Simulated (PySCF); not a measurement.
2-methylidenethietane (C4H6S), SMILES C=C1CCS1. Atoms are numbered in the order given.

```xyz
11

C     -0.0810     2.1072     0.0000
C      0.1053     0.7770     0.0000
C      1.3464    -0.0978     0.0000
C      0.5869    -1.4484     0.0000
S     -1.0550    -0.5827     0.0000
H      0.7869     2.7844     0.0000
H     -1.0862     2.5538     0.0000
H      1.9848     0.0512    -0.8956
H      1.9848     0.0512     0.8956
H      0.7315    -2.0724    -0.9031
H      0.7315    -2.0724     0.9031
```
Charge 0, spin multiplicity 1.

Geometry optimised at PBE-D3(BJ)/def2-SVP.

All values below come from PySCF with PBE-D3(BJ)/def2-SVP.

Frequencies are harmonic and unscaled.

```json
[
 {"mode": "1", "ν (cm⁻¹)": "64", "IR (km/mol)": "0.1", "moving atoms (share of kinetic energy)": "H 47 %, C 45 %, S 9 %"},
 {"mode": "2", "ν (cm⁻¹)": "322", "IR (km/mol)": "0.3", "moving atoms (share of kinetic energy)": "C 45 %, H 34 %, S 21 %"},
 {"mode": "3", "ν (cm⁻¹)": "410", "IR (km/mol)": "8.0", "moving atoms (share of kinetic energy)": "C 66 %, H 32 %"},
 {"mode": "4", "ν (cm⁻¹)": "535", "IR (km/mol)": "1.1", "moving atoms (share of kinetic energy)": "C 57 %, S 35 %, H 9 %"},
 {"mode": "5", "ν (cm⁻¹)": "631", "IR (km/mol)": "0.4", "moving atoms (share of kinetic energy)": "H 95 %"},
 {"mode": "6", "ν (cm⁻¹)": "650", "IR (km/mol)": "15.9", "moving atoms (share of kinetic energy)": "C 50 %, S 33 %, H 17 %"},
 {"mode": "7", "ν (cm⁻¹)": "730", "IR (km/mol)": "3.2", "moving atoms (share of kinetic energy)": "C 74 %, S 14 %, H 12 %"},
 {"mode": "8", "ν (cm⁻¹)": "766", "IR (km/mol)": "0.0", "moving atoms (share of kinetic energy)": "H 87 %, C 13 %"},
 {"mode": "9", "ν (cm⁻¹)": "788", "IR (km/mol)": "44.8", "moving atoms (share of kinetic energy)": "H 72 %, C 28 %"},
 {"mode": "10", "ν (cm⁻¹)": "870", "IR (km/mol)": "0.3", "moving atoms (share of kinetic energy)": "H 51 %, C 49 %"},
 {"mode": "11", "ν (cm⁻¹)": "921", "IR (km/mol)": "1.2", "moving atoms (share of kinetic energy)": "H 69 %, C 29 %"},
 {"mode": "12", "ν (cm⁻¹)": "966", "IR (km/mol)": "0.1", "moving atoms (share of kinetic energy)": "C 60 %, H 40 %"},
 {"mode": "13", "ν (cm⁻¹)": "1048", "IR (km/mol)": "0.0", "moving atoms (share of kinetic energy)": "H 83 %, C 17 %"},
 {"mode": "14", "ν (cm⁻¹)": "1116", "IR (km/mol)": "29.1", "moving atoms (share of kinetic energy)": "C 60 %, H 40 %"},
 {"mode": "15", "ν (cm⁻¹)": "1164", "IR (km/mol)": "0.1", "moving atoms (share of kinetic energy)": "H 86 %, C 14 %"},
 {"mode": "16", "ν (cm⁻¹)": "1189", "IR (km/mol)": "2.8", "moving atoms (share of kinetic energy)": "H 58 %, C 41 %"},
 {"mode": "17", "ν (cm⁻¹)": "1221", "IR (km/mol)": "0.8", "moving atoms (share of kinetic energy)": "H 60 %, C 40 %"},
 {"mode": "18", "ν (cm⁻¹)": "1349", "IR (km/mol)": "0.5", "moving atoms (share of kinetic energy)": "H 86 %, C 14 %"},
 {"mode": "19", "ν (cm⁻¹)": "1385", "IR (km/mol)": "3.7", "moving atoms (share of kinetic energy)": "H 93 %"},
 {"mode": "20", "ν (cm⁻¹)": "1419", "IR (km/mol)": "0.0", "moving atoms (share of kinetic energy)": "H 90 %, C 10 %"},
 {"mode": "21", "ν (cm⁻¹)": "1670", "IR (km/mol)": "93.1", "moving atoms (share of kinetic energy)": "C 94 %"},
 {"mode": "22", "ν (cm⁻¹)": "2987", "IR (km/mol)": "15.9", "moving atoms (share of kinetic energy)": "H 95 %"},
 {"mode": "23", "ν (cm⁻¹)": "3011", "IR (km/mol)": "28.1", "moving atoms (share of kinetic energy)": "H 95 %"},
 {"mode": "24", "ν (cm⁻¹)": "3040", "IR (km/mol)": "3.5", "moving atoms (share of kinetic energy)": "H 90 %, C 10 %"},
 {"mode": "25", "ν (cm⁻¹)": "3078", "IR (km/mol)": "8.5", "moving atoms (share of kinetic energy)": "H 90 %, C 10 %"},
 {"mode": "26", "ν (cm⁻¹)": "3082", "IR (km/mol)": "0.2", "moving atoms (share of kinetic energy)": "H 95 %"},
 {"mode": "27", "ν (cm⁻¹)": "3181", "IR (km/mol)": "2.0", "moving atoms (share of kinetic energy)": "H 89 %, C 11 %"}
]
```
